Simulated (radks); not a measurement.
Results of a calculation; reference values are marked as such.
Task: Sb3+, configuration [Kr] 4d10 5s2. Code: a radial shooting solver on a logarithmic mesh with Libxc functionals. Model: Dirac Kohn-Sham, PBE, spin-unpolarised, spherical densities, finite nucleus; Fermi nuclear charge, rms radius 4.6802 fm.

Spin-orbit splittings of the eigenvalues, e(l+1/2) - e(l-1/2), with zeta = 2 splitting/(2l+1) and mean radii in bohr:

shell  occ.  splitting (eV)  zeta (eV)  <r> j=l-1/2  <r> j=l+1/2
2p        6               ?          ?       0.1033       0.1087
3p        6           46.47      30.98       0.3208       0.3321
3d       10           9.657      3.863       0.3033       0.3069
4p        6           8.599      5.733       0.8319       0.8608
4d       10           1.259     0.5035        1.013        1.025

Estimate the 2p splitting.

Result: 251.8 eV (zeta = 167.9 eV).
